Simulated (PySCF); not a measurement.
## Energy of Mo²⁺ (molybdenum, charge +2) between two integer charges

The 4d alpha orbital of [Kr] 4d4 is emptied in steps (occupation f), with all orbitals relaxed, ending at [Kr] 4d3. Calculation: PySCF 2.14, in aug-cc-pVTZ-PP with ECP28MDF (6s6p5d3f2g, 88 functions); scalar relativity through the core potential. The exact energy is a straight line in f; departures are measured from the line between the end points of the same method.

Question: Among UHF, LDA, PBE, which shows the largest delocalisation error (convex curve), and which is closest to linear?

Answer: Most convex: LDA (-1.492 eV at f = 0.5); closest to linear: UHF (0.240 eV).

```
  f  UHF (eV)  LDA (eV)  PBE (eV)
  1     0.000     0.000     0.000
0.9     0.091    -0.530    -0.521
0.7     0.207    -1.246    -1.221
0.5     0.240    -1.492    -1.460
0.3     0.198    -1.260    -1.231
0.1     0.083    -0.542    -0.529
  0     0.000     0.000     0.000
```

| method | E(f=0) − E(f=1) (eV) | −ε at f=1 (eV) | −ε at f=0.5 (eV) |
| --- | --- | --- | --- |
| UHF | 26.064 | 27.084 | 26.037 |
| LDA | 27.534 | 21.661 | 27.492 |
| PBE | 27.321 | 21.549 | 27.292 |

Reference removal energy between the ground levels: 27.13 ± 0.12 eV (semi-empirical (NIST evaluation); NIST Atomic Spectra Database, ionization energies). The calculation has no spin-orbit coupling. The determinant left behind need not be the lowest term of the ion. UHF lacks correlation.
